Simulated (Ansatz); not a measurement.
Z-matrix (Å, degrees):
```
C
C 1 1.3258
F 1 1.3312 2 125.19
F 1 1.3312 2 125.19 3 180.00
H 2 1.0857 1 119.76 3 180.00
H 2 1.0857 5 120.49 1 179.99
```
Charge 0, multiplicity 1.

Computed with frozen-core CCSD(T)/cc-pVQZ // PBE-D3(BJ)/def2-TZVP (Ansatz, a first-principles code).

| Property | Value |
|---|---|
| HF energy | -275.86869 Ha |
| MP2 correlation energy | -0.88510 Ha |

Problem. Estimate the CCSD correlation energy, the (T) correction, the total energy and the T1 diagnostic.

Solution. 
| Property | Result |
|---|---|
| CCSD correlation energy | -0.89126 Ha |
| (T) correction | -0.03458 Ha |
| CCSD(T) total energy | -276.79452 Ha |
| T1 diagnostic | 0.012 |
